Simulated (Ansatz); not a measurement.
## Energy profile

The step: ZnNH₃O ([NH2][Zn][OH]) + AsH₃ → ZnAsH₃O ([OH][Zn][AsH2]) + NH₃ (still joined by a long Zn–N bond); bonds formed: N2–H4; dative contacts that become bonds: Zn1–As5; bonds broken: H4–As5; bonds weakened to dative contacts: Zn1–N2 (atoms numbered as in the saddle structure below).

```json
{"atom": "Zn1", "x (Å)": "-0.6514", "y (Å)": "-0.8033", "z (Å)": "-0.2313"}
{"atom": "N2", "x (Å)": "1.2875", "y (Å)": "-0.6686", "z (Å)": "-0.2447"}
{"atom": "O3", "x (Å)": "-2.2309", "y (Å)": "-1.6284", "z (Å)": "-0.4415"}
{"atom": "H4", "x (Å)": "1.0976", "y (Å)": "0.7511", "z (Å)": "0.2067"}
{"atom": "As5", "x (Å)": "-0.2866", "y (Å)": "1.6936", "z (Å)": "0.5361"}
{"atom": "H6", "x (Å)": "1.7826", "y (Å)": "-1.2735", "z (Å)": "0.4024"}
{"atom": "H7", "x (Å)": "1.7366", "y (Å)": "-0.7817", "z (Å)": "-1.1476"}
{"atom": "H8", "x (Å)": "-2.1585", "y (Å)": "-2.5408", "z (Å)": "-0.7281"}
{"atom": "H9", "x (Å)": "-0.3156", "y (Å)": "2.9637", "z (Å)": "-0.2705"}
{"atom": "H10", "x (Å)": "-0.2613", "y (Å)": "2.2879", "z (Å)": "1.9186"}
```

Electronic energies by CCSD(T) at an estimated basis limit (MP2 extrapolated from triple and quadruple zeta, plus CCSD(T) − MP2 in triple zeta), on PBE0-D4/def2-TZVP structures; ZnAsNH6O, singlet; no counterpoise correction. Computed with Ansatz 0.2.0 (basis: def2-TZVPP and def2-QZVPP); correlated methods freeze the cores. The 3s and 3p shells of Cu and Zn are frozen; filled d shells are correlated. The def2 sets are not built for correlating such inner shells, so the correlated values are less sure here. Extrapolation: Hartree–Fock as exp(−7.88 √X), correlation as X^−2.97.

Problem. Give the profile in eV, counted from the separated reactants. (Judge from chemistry; the value comes from the calculation.)

Solution. Computed:
| point | eV |
| --- | --- |
| separated: ZnNH3O (linked as [NH2][Zn][OH]; Zn1, N2, O3, H6, H7, H8; singlet) + AsH3 (H4, As5, H9, H10; singlet) | 0.000 |
| start structure | -0.285 |
| saddle | 0.707 |
| end structure | -1.232 |
| separated: ZnAsH3O (linked as [OH][Zn][AsH2]; Zn1, O3, As5, H8, H9, H10; singlet) + NH3 (N2, H4, H6, H7; singlet) | -0.683 |

No T1 diagnostic of these runs exceeds 0.017. The end structure is not quite a true minimum (one mode of 59i cm⁻¹).

For scale, one of the runs: CCSD(T)/def2-TZVPP, 258 basis functions, launched by `ansatz run in.yaml --threads 8 --pin off --events-out ev --progress --plain --max-ram 19148MiB`. Time: 3.4 min of wall clock on 8 CPU threads of an Arm Neoverse V2; the host was shared. Peak host memory: 6.1 GiB.
